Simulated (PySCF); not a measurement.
Bi(F)2(OMe) (CH₃BiF₂O), SMILES [Bi]([O]C)([F])[F].

Geometry optimised at B3LYP-D3(BJ)/def2-SVP. The def2 effective core potentials stand for the cores of Bi; spin–orbit coupling is left out. Other conformers were not sampled.

Level of theory: PySCF with ωB97X/def2-TZVP.

The molecule is in vacuum.

```
Quantity                                                                                                         Value
---------------------------------------------------------------------------------------------  -----------------------
total energy                                                                                        -529.63108 hartree
point group                                                                                                         Cs
highest occupied level                                                                                       -10.58 eV
lowest empty level                                                                                             0.27 eV
orbital gap                                                                                                   10.85 eV
dipole moment                                                                                                   3.71 D
quadrupole, principal values (traceless, Buckingham form, about the centre of nuclear charge)  -6.57, -5.96, 12.53 D·Å
mean static polarisability                                                                        53.2 bohr³ (7.89 Å³)
polarisability, principal values                                                                47.5, 48.4, 63.9 bohr³
```
